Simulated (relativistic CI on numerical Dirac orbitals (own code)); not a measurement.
## Sensitivity of the levels of Re IV to α and to the nuclear radius

Calculated at this level of theory: Dirac-Coulomb-Breit CI, separate exchange-only KLI orbitals for each configuration, valence Slater integrals scaled by 0.85, P86 correlation energy added to each configuration, derivatives by finite differences, QED left out (own radial code, finite nucleus).

Configuration list (outside the closed core [Xe] 4f14): 5d4, 5d3 6s, 5d2 6s2, 5d3 6p, 5d3 5f, 5d2 6s 6p, 5d3 6d, 5d2 6p2. Levels of other configurations are missing.

With x = (α/α₀)² − 1 an excitation energy changes as ω = ω₀ + qx; K = 2q/ω₀ is the relative enhancement. Terms are leading LS components, so labels can repeat. The field-shift factor is F = δν/δ⟨r²⟩ for the transition from the lowest level.

Lowest level 5d4 5D_0.

| Level | ω₀ (cm⁻¹) | q (cm⁻¹) | F (GHz/fm²) |
| --- | --- | --- | --- |
| 5d4 5D_1 | 2458.1 | 4445 | 0.0106 |
| 5d4 5D_2 | 4974.5 | 7496 | 0.109 |
| 5d4 5D_3 | 7184.3 | 9118 | 0.336 |
| 5d4 5D_4 | 9012.4 | 9282 | 0.616 |
| 5d4 3P_0 | 13860.5 | 4235 | 3.78 |
| 5d4 3H_4 | 16494.4 | 5221 | 0.681 |
| 5d4 3P_1 | 18515.8 | 6125 | 5.89 |
| 5d4 3G_3 | 19368.4 | 5548 | 2.35 |
| 5d4 3F_2 | 19483.7 | 4275 | 4.31 |
| 5d4 3H_5 | 20143.1 | 8562 | 1.03 |
| 5d4 3H_6 | 21990.0 | 9629 | 1.01 |
| 5d4 3F_4 | 23242.2 | 10730 | 2.8 |
| 5d4 3P_2 | 23660.6 | 7659 | 6.19 |

Correlation outside the listed configurations is missing or only estimated: errors of thousands of cm⁻¹ between configurations and terms are usual at this charge. Rates and lifetimes follow the computed energies and can be off by large factors. The fine structure of a lone outer electron comes out too small, for d and f at times inverted, and misplaced configurations move strength between like terms.

(1) Which transition from the lowest level has the largest |K|?

Answers

(1) 5d4 5D_1 at 2458.1 cm⁻¹, K = 3.62.
